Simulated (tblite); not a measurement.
Species: C8H5ClN2.
Structure used (GFN2-xTB), in Å, numbered top down from 1:
```xyz
16
C8H5ClN2 angstrom
Cl     3.9997   -1.2562    0.2216
C      2.4081   -0.6232    0.3542
C      2.0627    0.1760    1.4719
N      0.8662    0.6684    1.5976
C     -0.0392    0.3961    0.6306
C     -1.3465    0.9089    0.7233
C     -2.2543    0.6293   -0.2615
C     -1.8991   -0.1651   -1.3650
C     -0.6370   -0.6800   -1.4839
C      0.3186   -0.4078   -0.4878
N      1.5687   -0.9087   -0.5958
H      2.7824    0.3972    2.2473
H     -1.5974    1.5154    1.5792
H     -3.2592    1.0193   -0.1977
H     -2.6391   -0.3676   -2.1249
H     -0.3419   -1.2928   -2.3206
```

Computed with GFN2-xTB (tblite): harmonic, unscaled wavenumbers at the GFN2-xTB geometry, gas phase. This tight-binding method is rough: wavenumbers can miss measured ones by several per cent, in bad cases by 10 to 20.

How many normal modes are there?

16 atoms, non-linear: 3N − 6 = 42.

What is the point group of the computed structure, and how do the modes divide by symmetry?

Cs. The vibrations span 29 a′ + 13 a″.

How many distinct wavenumbers does the calculation give?

42: Cs has no degenerate species.

How many fundamentals are allowed in the infrared by symmetry?

42 of 42: in Cs every mode is allowed. All fundamentals are allowed in the Raman spectrum.

Which of the modes above 1550 cm⁻¹ are stretches that can be named?

aromatic C–H 3071, 3084, 3093, 3106, 3109; not assigned to one kind of bond 1555, 1603 cm⁻¹.

How large is the harmonic zero-point energy?

½Σν̃ = 24056 cm⁻¹ = 287.8 kJ/mol (42 modes); those above 1550 cm⁻¹ give 111.4 kJ/mol of it.

How far is the lowest real mode excited at 500 K, as a harmonic oscillator?

80.5 cm⁻¹ is a vibrational temperature θ of 116 K. The population of v = 1 over v = 0 is exp(−θ/T) = 0.79, and the mean quantum number is 3.8.

How are the modes spread over the spectrum?

2 under 200 cm⁻¹; 9 from 200 to 600 cm⁻¹; 11 from 600 to 1000 cm⁻¹; 13 from 1000 to 1550 cm⁻¹; 2 from 1550 to 2000 cm⁻¹; 5 above 2600 cm⁻¹.
